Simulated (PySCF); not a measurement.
System (SMILES): O=S(F)F.
Geometry (B3LYP-D3(BJ)/def2-TZVP, fixed):
```xyz
4

O      1.3619    -0.1486    -0.3569
S      0.1670    -0.0077     0.4048
F     -0.6344     1.2320    -0.2285
F     -0.8731    -1.0862    -0.1739
```

How fast the lowest singlet excitation energy converges with the basis for several methods (PySCF): deviation from each method's own reference, in eV. References: CAM-B3LYP 6.738 eV, the value in aug-pcseg-2; PBE 6.461 eV, the value in aug-pcseg-2; PBE0 6.723 eV, the value in aug-pcseg-2. All functions are spherical. Density fitting with generated auxiliary sets. No added dispersion term, no relativity. Tamm-Dancoff approximation, the state taken by its order.

| basis | functions | CAM-B3LYP | PBE | PBE0 |
|---|---|---|---|---|
| 3-21G | 40 | -0.235 | -0.050 | [?] |
| pcseg-0 | 40 | -0.299 | -0.109 | [?] |
| 6-31G* | 60 | 0.098 | 0.156 | [?] |
| cc-pV(D+d)Z | 65 | 0.067 | 0.130 | [?] |
| def2-SVPD | 96 | -0.007 | 0.008 | [?] |
| 6-311+G** | 96 | -0.080 | -0.027 | [?] |
| aug-cc-pV(D+d)Z | 101 | -0.041 | -0.023 | [?] |
| def2-TZVPP | 135 | 0.051 | 0.068 | [?] |
| jun-cc-pV(T+d)Z | 165 | -0.002 | -0.002 | [?] |
| aug-cc-pV(T+d)Z | 193 | -0.002 | -0.002 | [?] |
| def2-QZVP | 241 | 0.027 | 0.038 | [?] |
| def2-QZVPP | 241 | 0.027 | 0.038 | [?] |

Problem. Complete the blanks.

Solution. 
- 3-21G, PBE0: -0.170
- pcseg-0, PBE0: -0.250
- 6-31G*, PBE0: 0.121
- cc-pV(D+d)Z, PBE0: 0.084
- def2-SVPD, PBE0: -0.004
- 6-311+G**, PBE0: -0.074
- aug-cc-pV(D+d)Z, PBE0: -0.036
- def2-TZVPP, PBE0: 0.053
- jun-cc-pV(T+d)Z, PBE0: -0.005
- aug-cc-pV(T+d)Z, PBE0: -0.004
- def2-QZVP, PBE0: 0.027
- def2-QZVPP, PBE0: 0.027

Mean absolute deviation over 6-311+G**, def2-TZVPP, jun-cc-pV(T+d)Z, aug-cc-pV(T+d)Z: PBE 0.025, CAM-B3LYP 0.034, PBE0 0.034 eV.
